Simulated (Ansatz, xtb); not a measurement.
Species: LaBr₂, charge 0, multiplicity 2. The spin state was set by rule; other spins were not relaxed. 
Geometry from a B3LYP-D3(BJ)/def2-TZVP (Ansatz, an electronic-structure program) optimisation:
```xyz
3

La     0.0931    -0.4957    -0.6189
Br    -0.2594     2.2178    -0.9768
Br     0.1078    -1.4104     1.9847
```
Charge 0, spin multiplicity 2.

Harmonic wavenumbers from GFN2-xTB (xtb, at its own minimum), cm⁻¹: 27, 122, 192.

Question: Give the harmonic wavenumbers at B3LYP-D3(BJ)/def2-TZVP (Ansatz, finite differences of forces, unscaled).

Answer: 41, 210, 229 cm⁻¹. Zero-point energy 0.7 kcal/mol.

Question: From these and the geometry, give the ideal-gas thermochemistry at 298.15 K and 1 atm (rigid rotor, harmonic oscillator).

Answer: Point group C2v, rotational symmetry number 2. Rotational constants 3.241, 0.5732, 0.4871 GHz. S(trans) 42.98, S(rot) 28.88, S(vib) 9.15, S(elec, spin only) 1.38, S 82.4 cal/(mol K). H(298) - H(0) 3.57 kcal/mol; G - E(el) -20.3 kcal/mol.
